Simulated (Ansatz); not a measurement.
Energy difference R1 + R2 → P1, each structure at its B3LYP-D3(BJ)/def2-TZVP stationary point, reached from a drawn start (curvature not checked).
R1, SiH4 (SMILES [SiH4]) (charge 0, multiplicity 1):
```xyz
5

Si     0.0000     0.0000     0.0000
H     -0.1692     1.2234    -0.8159
H     -0.7439     0.1479     1.2712
H      1.4370    -0.2047     0.2902
H     -0.5239    -1.1666    -0.7455
```
R2, SiH2 (SMILES [SiH2]) (charge 0, multiplicity 1):
```xyz
3

Si     0.00000    -0.70866     0.00000
H      1.09126     0.35428     0.00000
H     -1.09126     0.35428     0.00000
```
P1, Si2H6 (SMILES [SiH3][SiH3]) (charge 0, multiplicity 1):
```xyz
8

Si    -1.166     0.119    -0.017
Si     1.166    -0.119     0.017
H     -1.763    -0.812    -1.006
H     -1.537     1.506    -0.388
H     -1.734    -0.183     1.319
H      1.537    -1.506     0.388
H      1.763     0.812     1.006
H      1.734     0.183    -1.319
```

P less R. No zero-point or thermal terms.

Codes used: Ansatz (Gaussian orbitals). No computed number here is a measurement.

Task: One of these levels gives -50.07 kcal/mol for the reaction energy. Which one is it?
A) PBE/def2-TZVPPD
B) SVWN5/def2-TZVPPD
C) HF/aug-cc-pV(D+d)Z

Result: C, HF/aug-cc-pV(D+d)Z. The others give -66.18 (SVWN5/def2-TZVPPD), -58.79 (PBE/def2-TZVPPD)

Ansatz is an electronic-structure program.
